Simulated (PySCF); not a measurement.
BrH8NSi3.
Structure used (GFN2-xTB), in Å, numbered top down from 1:
```
atom  x, y, z in Å
Si1   -1.0199   -1.3283   -0.5623
N2    -0.0975   -0.0331    0.1680
Si3   -0.7249    1.5910    0.3316
Si4    1.5896   -0.2827    0.4245
Br5    2.6516   -0.0648   -1.4944
H6    -2.4248   -1.0153   -0.3415
H7    -0.6953   -1.4140   -1.9869
H8    -0.6195   -2.5535    0.1314
H9    -2.1748    1.4941    0.2436
H10   -0.2871    2.0669    1.6447
H11   -0.1692    2.4354   -0.7275
H12    1.8388   -1.6445    0.8610
H13    2.1287    0.7493    1.2899
```

Vertical excitations from PySCF (density fitting, frozen core in the response, grid level 2 and gas phase unless stated; continuum runs use non-equilibrium linear response for the excitations) on a GFN2-xTB geometry. Reference run:

| settings | S1, eV (f) | S2, eV (f) | S3, eV (f) | S4, eV (f) | S5, eV (f) | S6, eV (f) | T1, eV (Tamm–Dancoff) | mean α (au) |
| --- | --- | --- | --- | --- | --- | --- | --- | --- |
| PBE0/def2-SVPD, full TDDFT, 6 singlets | 6.10 (0.004) | 6.47 (0.042) | 6.83 (0.008) | 6.89 (0.008) | 7.13 (0.013) | 7.15 (0.032) | 5.80 | 103.9 |

Problem. What do these settings give: (1) X3LYP/6-31G*, full TDDFT, 3 singlets; (2) revPBE/def2-SVPD, full TDDFT, 25 singlets?

Solution. 
| settings | S1, eV (f) | S2, eV (f) | S3, eV (f) | S4, eV (f) | S5, eV (f) | S6, eV (f) | T1, eV (Tamm–Dancoff) | mean α (au) |
| --- | --- | --- | --- | --- | --- | --- | --- | --- |
| X3LYP/6-31G*, full TDDFT, 3 singlets | 6.15 (0.006) | 6.58 (0.060) | 6.90 (0.002) | – | – | – | 5.84 | 81.1 |
| revPBE/def2-SVPD, full TDDFT, 25 singlets | 5.48 (0.004) | 5.80 (0.039) | 5.93 (0.001) | 6.23 (0.034) | 6.25 (0.012) | 6.38 (0.018) | 5.25 | 107.5 |

(1) S1 moves by +0.05 eV; functional and basis change together, so the shift can't be laid on one. (2) S1 moves by -0.62 eV (revPBE has no exact exchange, PBE0 25 % exact exchange). States are counted by energy in each run and needn't keep their character from row to row.

All basis functions are spherical, in the Pople sets too.

Problem. Give the leading configurations of S1 (H = HOMO, L = LUMO) and the HOMO–LUMO gap of each run.

Solution. 
| settings | S1 configurations (weight) | S1 (eV) | orbital gap (eV) | S1 − gap (eV) |
| --- | --- | --- | --- | --- |
| PBE0/def2-SVPD, full TDDFT, 6 singlets | H→L 0.97 | 6.10 | 7.40 | -1.30 |
| X3LYP/6-31G*, full TDDFT, 3 singlets | H→L 0.98 | 6.15 | 7.32 | -1.17 |
| revPBE/def2-SVPD, full TDDFT, 25 singlets | H→L 0.98 | 5.48 | 5.40 | +0.08 |

 Relativistic effects, spin–orbit coupling among them, are left out although an element past zinc is present.

One conformer stands for the species.
